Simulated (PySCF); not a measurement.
Electron correlation in Lu⁴⁺ (lutetium, charge +4)

Starting occupation: [Xe] 4f13, 4f5/2 with m_j = -5/2, -3/2, -1/2, +1/2, +3/2, +5/2, 4f7/2 with m_j = -5/2, -3/2, -1/2, +1/2, +3/2, +5/2, +7/2. All numbers are calculated (PySCF 2.14, X2C-1e with screened-nucleus spin-orbit coupling, Gaussian nucleus, in x2c-QZVPPall-2c (16s16p12d6f2g, 184 functions)). Frozen: [Ar] 3d10; 39 electrons correlated; the 34 highest virtual spinors left out.

MP2 pair energies summed by pair of shells (mhartree):

```csv
pair,energy,share (%)
4f5/2-4f7/2,-187.83,13.4
4f7/2-4f7/2,-97.26,7.0
4d5/2-4f7/2,-85.84,6.1
4d5/2-4f5/2,-77.41,5.5
4f5/2-4f5/2,-66.54,4.8
5p3/2-5p3/2,-62.08,4.4
4d3/2-4f7/2,-58.90,4.2
5p1/2-5p3/2,-57.67,4.1
4f7/2-5p3/2,-54.19,3.9
4f5/2-5p3/2,-47.09,3.4
4d3/2-4f5/2,-46.19,3.3
4d3/2-4d5/2,-45.04,3.2
4f7/2-4p3/2,-32.71,2.3
4d5/2-4d5/2,-31.54,2.3
4f7/2-5p1/2,-29.95,2.1
4f5/2-4p3/2,-28.78,2.1
4d5/2-4p3/2,-28.35,2.0
5p3/2-5s1/2,-23.62,1.7
4f5/2-5p1/2,-21.71,1.6
4d5/2-5p3/2,-21.51,1.5
4f7/2-5s1/2,-19.86,1.4
4d3/2-4p3/2,-19.38,1.4
4f5/2-5s1/2,-16.01,1.1
4f7/2-4p1/2,-15.47,1.1
4d5/2-4p1/2,-14.61,1.0
5p1/2-5p1/2,-14.47,1.0
4f7/2-4s1/2,-12.92,0.9
4f5/2-4p1/2,-12.71,0.9
4d3/2-4d3/2,-12.27,0.9
4d5/2-4s1/2,-12.27,0.9
```

Total MP2 correlation energy: -1396.6 mhartree.

This basis was not built for core-valence correlation, so the inner-shell part is incomplete.
